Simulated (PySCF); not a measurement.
Species: C6H13OP.
SMILES with atom numbers: `[CH3:1][C@@H:2]1[CH2:3][CH2:4][CH2:5][P@@:6]1([CH3:7])=[O:8]`

NICS = −σ at a ghost point: NICS(0) at the centroid of the ring atoms, NICS(1) 1 Å to either side along the normal of their mean plane, zz for the tensor component along that normal. Level: GIAO PBE0/pcSseg-1 (PySCF, non-relativistic, gas phase) on the GFN2-xTB geometry, one conformer.

Ring bond lengths (Å), with Mayer bond orders in brackets: C2–C3 1.524 (0.98), C3–C4 1.528 (1.02), C4–C5 1.529 (1.03), C5–P6 1.852 (0.88), P6–C2 1.855 (0.86).

What do the NICS probes read (ppm)?

```csv
ring,type,NICS(0),"NICS(1), two faces","NICS(1)zz, two faces",rms pucker (Å),"centre to ring atoms, mean (Å)"
C2–C3–C4–C5–P6,5-membered ring with P; formal bonds all single,-4.8,-4.8 / -2.9,-2.4 / -0.8,0.20,1.38
```

What do they say, and how far can they be read as aromaticity?

- C2–C3–C4–C5–P6: mean NICS(1)zz -1.6 ppm, near zero. C2, C3, C4, C5, P6 have four or more neighbours, and the NICS criterion for π rings isn't applied.

At the first NICS(1) probe listed for ring C2–C3–C4–C5–P6, 1 Å off the ring, what do the in-plane components average?

The isotropic value is a third of the trace: (3 × -4.8 − (-2.4))/2 = -6.0 ppm.

How shielded are the nuclei of the rings and their hydrogens (means over atoms taken as equivalent)?

```tsv
atoms	environment	σ isotropic (ppm)
C2	sp3 carbon bound to phosphorus	145.0
C3	ring CH2 carbon	149.9
C4	ring CH2 carbon	159.8
C5	sp3 carbon bound to phosphorus	154.2
P6	phosphoryl phosphorus	279.6
H on C2	methine hydrogen	30.02
H on C3	methylene hydrogen	30.98
H on C3	methylene hydrogen	29.78
H on C4	methylene hydrogen	29.80
H on C4	methylene hydrogen	29.90
H on C5	methylene hydrogen	30.46
H on C5	methylene hydrogen	29.92
```

Hardware: Arm Neoverse V1, one thread, on a shared host. Cost: 46 s wall (with the writing of density and orbital grids), 1.0 GiB resident at most. This is the whole shielding run at PBE0/pcSseg-1, SCF included.
